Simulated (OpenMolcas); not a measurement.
**Ionisation energies of rhenium**

| Item | Value |
| --- | --- |
| Program | OpenMolcas |
| Basis | ANO-RCC-VDZP [7s6p4d2f1g] |
| Scalar Hamiltonian | DKH2, point nucleus |
| Spin-orbit coupling | RASSI with atomic mean-field integrals over the reference wave functions, term energies averaged over their components |

Active shells in each charge state: the valence d, s shells, with orbitals averaged over the low states. Where CASPT2's correlated closed shells are named, they are those of the first ion.

A. CASSCF
B. SS-CASPT2, IPEA 0.25 Eh, imaginary shift 0.1 Eh (closed shells correlated: 5s 5p)
C. SS-CASPT2, IPEA 0 Eh, imaginary shift 0.1 Eh (closed shells correlated: 5s 5p)
D. SS-CASPT2, IPEA 0.25 Eh, imaginary shift 0.1 Eh (closed shells correlated: 4f 5s 5p)

Energies in eV between the lowest computed levels, named as in B; reference values from the NIST Atomic Spectra Database with their kind.

| From | To | A | B | C | D | Spin-orbit share in B | Reference |
| --- | --- | --- | --- | --- | --- | --- | --- |
| Re 5d5 6s2 6S 5/2 | Re+ 5d5 6s 7S3 | 5.504 | 7.413 | 7.499 | 7.380 | +0.000 | 7.834 (measured) |
| Re+ 5d5 6s 7S3 | Re2+ 5d5 6S 5/2 | 15.945 | 16.686 | 16.750 | 16.829 | +0.000 | 16.600 (semi-empirical) |

Error against the reference values, in %:

| From | Reference | A | B | C | D |
| --- | --- | --- | --- | --- | --- |
| Re | measured | -29.7 | -5.4 | -4.3 | -5.8 |
| Re+ | semi-empirical | -3.9 | +0.5 | +0.9 | +1.4 |

Absolute error against the one measured value: A 2.33 eV, B 0.42 eV, C 0.33 eV, D 0.45 eV. C lies closest.

The lowest level within the active space need not be the ion's true ground level.
